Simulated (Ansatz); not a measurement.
**Molecular dynamics of BH₄NO₂**

Input:

```yaml
crystal:
  periodic: [false, false, false]
  atoms:
    - { symbol: "N", position_ang: [-0.203347, 1.021458, -0.157769] }
    - { symbol: B, position_ang: [0.197441, -0.495699, 0.082242] }
    - { symbol: O, position_ang: [1.493385, -0.407201, 0.284559] }
    - { symbol: O, position_ang: [-0.75373, -1.483916, 0.034904] }
    - { symbol: H, position_ang: [-0.802225, 1.481354, 0.541833] }
    - { symbol: H, position_ang: [-0.514475, 1.288895, -1.101407] }
    - { symbol: H, position_ang: [1.003635, 0.883291, 0.060098] }
    - { symbol: H, position_ang: [-0.328683, -2.345485, 0.199839] }
basis:
  gaussian: { orbitals: def2-SVP }
hamiltonian:
  xc: pbe
  dispersion: d4
md:
  timestep: 0.5
  n_steps: 200
  ensemble: nve
  temperature: 300.0
  initial_velocities: maxwell_boltzmann
  seed: 10017
```

Run as:

```bash
$ ansatz run input.yaml --threads 1 --pin off --max-ram 2048MiB --backend cpu --events-out ev --progress --plain --runs-dir out
```

It starts at the highest image of a converged band. Of that band: The profile has 4 maxima (images 1, 3, 5, 7) with wells between them (images 2, 4, 6): this band takes more than one step, which may be the mechanism or a detour left from its start path. Neighbouring images differ by up to 1.4 eV, so the band resolves the path poorly. A vibrational analysis at the climbing image gives one clearly imaginary mode, 1289i cm⁻¹: a first-order saddle point.

Output, in part (step lines, the closing report, with atoms numbered from 0):

```
md step     0: t =     0.00 fs  T =   300.0 K  F+E_penalty+E_count = -6315.94353371 eV  E_kin = 0.232668 eV  conserved = -6315.71086571 eV  (26 SCF iters)
[... lines left out ...]
Total energy: -6316.74893965 eV, -232.1362418860 hartree
Atom 0 at    -0.296368     0.919760    -0.213742 Å, force    -1.067388     3.684116    -0.574373 eV/Å
Atom 1 at     0.074535    -0.342214     0.069026 Å, force     3.057980    -3.136294     0.509187 eV/Å
Atom 2 at     1.555710    -0.392714     0.266770 Å, force    -2.172825    -2.390202     0.267034 eV/Å
Atom 3 at    -0.772460    -1.492291     0.108426 Å, force     1.638391     1.104981     0.025836 eV/Å
Atom 4 at    -1.174843     1.421361    -0.308790 Å, force    -0.308907    -0.389034    -0.058045 eV/Å
Atom 5 at     0.495901     1.568923    -0.157218 Å, force    -0.482577     0.085861    -0.051621 eV/Å
Atom 6 at     2.193617     0.307845     0.095369 Å, force    -0.468773     0.468647    -0.218512 eV/Å
Atom 7 at    -0.237687    -2.319929     0.105923 Å, force    -0.195901     0.571927     0.100494 eV/Å
Dipole moment:     0.150238     0.407826    -0.108747 e Å
```

The steps, from the saved trajectory:

```
time (fs)  T (K)  potential energy less start (eV)  conserved less start (meV/atom)
      0.0    300                             0.000                             0.00
      3.0    232                             0.053                             0.05
      6.0    178                             0.095                             0.05
      9.0    218                             0.064                             0.06
     12.0    466                            -0.128                             0.09
     15.0    882                            -0.451                             0.08
     18.0   1339                            -0.809                            -0.43
     21.0   1083                            -0.607                             0.12
     24.0   1234                            -0.727                            -0.38
     27.0   1262                            -0.750                            -0.50
     30.0   1284                            -0.762                             0.14
     33.0   1592                            -1.003                            -0.13
     36.0   1719                            -1.104                            -0.48
     39.0   1395                            -0.849                             0.10
     42.0   1362                            -0.825                            -0.18
     45.0   1159                            -0.670                            -0.44
     48.0    684                            -0.297                             0.18
     51.0    898                            -0.466                            -0.26
     54.0   1237                            -0.731                            -0.58
     57.0   1036                            -0.569                             0.14
     60.0   1223                            -0.721                            -0.66
     63.0   1163                            -0.675                            -0.67
     66.0   1072                            -0.597                             0.20
     69.0   1511                            -0.940                            -0.20
     72.0   1697                            -1.088                            -0.57
     75.0   1259                            -0.743                             0.15
     78.0   1555                            -0.977                            -0.50
     81.0   1198                            -0.700                            -0.39
     84.0    651                            -0.271                             0.16
     87.0    939                            -0.498                            -0.34
     90.0   1093                            -0.617                            -0.26
     93.0    972                            -0.520                             0.14
     96.0   1398                            -0.856                            -0.51
     99.0   1279                            -0.761                            -0.22
```

The run went to its last step. The conserved energy stayed within 0.8 meV per atom of its start (net change -0.62 meV per atom), so the integration is sound. The system heated up, since it started high on the potential surface and ran downhill. A run of 0.1 ps of so small a system gives no equilibrium averages. The orbitals stay closed-shell, which can raise the energy where a bond breaks towards radicals; this wasn't checked here.

The step under study would form B2–H7 and break O3–H7. These pairs go: B2–H7 1.60 → 2.22 Å, O3–H7 1.40 → 0.96 Å. In the last frame they stand as before the step (other bonds may differ from the relaxed reactants and products). Also parted: N1–H7 1.23 → 2.58 Å. It ends as one piece, BH4NO2. Pairs count as bonded within 1.25 times the sum of covalent radii (0.12 Å more for H–H).

Last frame:

```xyz
8
Properties=species:S:1:pos:R:3
N -0.296 0.920 -0.214
B 0.074 -0.342 0.069
O 1.556 -0.393 0.267
O -0.772 -1.492 0.108
H -1.175 1.421 -0.309
H 0.496 1.569 -0.157
H 2.194 0.308 0.095
H -0.238 -2.320 0.106
```

Time of the run: 3.2 min on 1 thread of Intel(R) Xeon(R) Platinum 8559C (Emerald Rapids), on a shared host, peak memory 0.14 GiB.
